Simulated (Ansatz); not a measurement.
System: C4H4NS, net charge -1, singlet state. It need not be the lowest isomer of its formula. Whether it binds its extra electron was not tested at this geometry. 
Structure (B3LYP-D3(BJ)/def2-TZVP (Ansatz, a quantum-chemistry and plane-wave program) minimum search):
SMILES: c1(N)cs[c-]c1
```xyz
10

N      2.1916    -0.4180     0.8395
C      0.8804    -0.1914     0.3153
C      0.0906    -1.2466    -0.2497
C     -1.1889    -0.9378    -0.6900
S     -1.3673     0.7612    -0.3524
C      0.2231     1.0085     0.3375
H      2.6464    -1.1617     0.3237
H      2.7654     0.4124     0.7646
H      0.5023    -2.2550    -0.3205
H      0.5893     1.9538     0.7152
```
Charge -1, spin multiplicity 1.

Basis-set convergence of Hartree-Fock and CCSD(T) correlation energies (hartree) with Ansatz. Cores are frozen in the correlated levels unless marked. No spin-orbit coupling. No relativistic terms. This anion needs diffuse functions, which these sets lack.

| basis | functions | E(HF) | E(corr, CCSD(T)) |
|---|---|---|---|
| cc-pV(D+d)Z | 113 | -605.71886 | -0.90541 |
| cc-pV(T+d)Z | 245 | -605.79352 | -1.11066 |
| cc-pV(Q+d)Z | 459 | (withheld) | (withheld) |

Problem. Some entries are withheld; supply them.

Solution. 
- cc-pV(Q+d)Z, E(HF): -605.81414
- cc-pV(Q+d)Z, E(corr, CCSD(T)): -1.17646
